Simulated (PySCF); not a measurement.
**C₆ coefficients of unlike pairs at UHF**

Calculated with PySCF 2.14 from the dipole response of each species, C₆(A,B) = (3/π) ∫ α_A(iu) α_B(iu) du, in atomic units, from isotropic polarisabilities. For ions this is the dispersion term alone; charge-induced terms of lower order in 1/R come first.

```tsv
species	configuration	basis	relativity	α (bohr³)	C₆ (like pair)
P⁺	[Ne] 3s2 3p2 (3P)	aug-cc-pV(D+d)Z (5s4p3d)	none	14.60	76.71
Sn	[Kr] 4d10 5s2 5p2 (3P)	aug-cc-pVTZ-DK3 (8s7p5d2f)	spin-free X2C	57.21	629.5
Te²⁺	[Kr] 4d10 5s2 5p2 (3P)	aug-cc-pVTZ-PP with ECP28MDF (6s5p4d2f)	core potential	15.49	99.77
Mg²⁺	[Ne] (1S)	def2-QZVPPD (9s5p5d2f)	none	0.4621	0.5336
```

(1) Estimate C₆ for Mg²⁺ with Sn.

No spin-orbit coupling is included.

The other pairs:

```tsv
pair	C₆
Te²⁺, P⁺	87.13
Mg²⁺, Te²⁺	5.346
Sn, P⁺	212.1
Te²⁺, Sn	236.8
Mg²⁺, P⁺	4.345
```

Answers

(1) The integral gives 10.43. The combination rule 2 C_A C_B / (C_A α_B/α_A + C_B α_A/α_B) gives 9.444 and the geometric mean 18.33.
